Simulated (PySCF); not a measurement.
# Dipole moment and polarisability of Tri-n-butylphosphine

Tri-n-butylphosphine, C12H27P.
Geometry (PBE0-D3(BJ)/def2-SVP, Å), atoms numbered from 1 in this order:
```
atom  x, y, z in Å
C1     1.9641   -4.2536   -0.3858
C2     2.1243   -2.7865   -0.0215
C3     0.9463   -1.9254   -0.4602
C4     1.0967   -0.4590   -0.0783
P5    -0.2224    0.6566   -0.7697
C6    -1.6967    0.1326    0.2419
C7    -2.5817   -0.9037   -0.4409
C8    -3.7937   -1.3049    0.3897
C9    -4.6788   -2.3326   -0.2970
C10    0.2039    2.2159    0.1491
C11    1.4848    2.8827   -0.3347
C12    1.7749    4.2088    0.3575
C13    3.0551    4.8713   -0.1251
H14    2.8291   -4.8513   -0.0594
H15    1.0653   -4.6856    0.0833
H16    1.8602   -4.3850   -1.4749
H17    3.0499   -2.3880   -0.4736
H18    2.2586   -2.6853    1.0702
H19    0.8162   -2.0096   -1.5543
H20    0.0218   -2.3342   -0.0161
H21    1.1386   -0.3485    1.0213
H22    2.0573   -0.0802   -0.4696
H23   -1.3642   -0.2250    1.2340
H24   -2.2872    1.0473    0.4270
H25   -2.9153   -0.5061   -1.4155
H26   -1.9936   -1.8068   -0.6799
H27   -4.3846   -0.4021    0.6264
H28   -3.4507   -1.6991    1.3630
H29   -5.0654   -1.9495   -1.2551
H30   -5.5444   -2.6062    0.3254
H31   -4.1206   -3.2573   -0.5159
H32    0.2568    2.0146    1.2352
H33   -0.6475    2.9027   -0.0025
H34    2.3434    2.2053   -0.1804
H35    1.4228    3.0430   -1.4260
H36    1.8286    4.0428    1.4482
H37    0.9206    4.8914    0.2015
H38    3.9299    4.2232    0.0464
H39    3.0119    5.0836   -1.2055
H40    3.2409    5.8240    0.3939
```

Level: CAM-B3LYP/def2-SVPD (PySCF), static field, nuclei fixed, core orbitals frozen in the response. The polarisability tensor in these axes (au):

```
x   188.14  14.94  -1.00
y    14.94 198.86   3.51
z    -1.00   3.51 145.96
```

**Question.** Give the principal values, the mean and the anisotropy Δα = √{½[(α1 − α2)² + (α2 − α3)² + (α1 − α3)²]}.

**Answer.** Principal values 145.63, 177.88 and 209.45 au; mean 177.65 au = 26.33 Å³ = 29.29 × 10⁻⁴⁰ C²·m²/J; Δα = 55.28 au (31 % of the mean).

**Question.** What is the dipole moment, and where does it point?

**Answer.** (0.17, -0.01, 1.26) D, 1.27 D in size, pointing from the negative to the positive side. Measured along this direction, the outermost atoms are H29 and H25 at the negative end and H36 at the positive end.

**Question.** How large is μ²/3kT at 350 K beside α?

**Answer.** In Gaussian units μ²/3kT = 11.10 Å³ against 26.33 Å³, a ratio of 0.42; the Debye molar polarisation (4π/3)N_A(α + μ²/3kT) is 94.4 cm³/mol, leaving out the vibrational part.

**Question.** What depolarisation ratio follows for Rayleigh scattering of linearly polarised light, taking the static tensor?

**Answer.** ρ = 3Δα²/(45ᾱ² + 4Δα²) = 9166.3/(1420243 + 12221.7) = 0.0064.

**Question.** Give the eigenvalues of the traceless quadrupole moment Θ = ½Σq(3rr − r²1), origin at the centre of nuclear charge.

**Answer.** -3.76, 0.56, 3.20 D·Å. The values depend on the origin, since the dipole doesn't vanish. The electronic extent ⟨r²⟩ about the same centre is 5527 bohr², a root-mean-square distance of 3.68 Å for the 114 electrons.

**Question.** Find the Langevin capture rate constant for NH4+ (18.034 u) meeting this molecule (202.185 u), k = 2.342 × 10⁻⁹ cm³/s × √(α in Å³ / reduced mass in u).

**Answer.** The reduced mass is 16.56 u, so k = 2.95 × 10⁻⁹ cm³/s. The formula leaves out the permanent dipole, which adds to the capture rate.

**Question.** Form Σ f/ω² (atomic units) for the 10 lowest TDDFT singlets, given as eV and f, and set it beside the mean polarisability, which is this sum over all singlets: 6.37, 0.0991; 6.52, 0.1554; 6.62, 0.0548; 6.95, 0.1020; 7.05, 0.0343; 7.26, 0.0129; 7.45, 0.0150; 7.61, 0.0056; 7.78, 0.0058; 7.86, 0.0056.

**Answer.** They add up to 8.10 au, 4.6 % of the 177.65 au; the largest single term is 2.70 au, from the state at 6.52 eV. Terms in order: 1.81, 2.70, 0.93, 1.56, 0.51, 0.18, 0.20, 0.07, 0.07, 0.07 au. Higher excitations give the rest. The strengths listed sum to 0.490.

The structure is a single PBE0-D3(BJ)/def2-SVP conformer in the gas phase; no vibrational or solvent corrections.

These values come from a run that also computed excited states. On Arm Neoverse V1, one thread, shared host, this took 13 min wall (with the writing of density and orbital grids) and 2.7 GiB of memory at its peak.
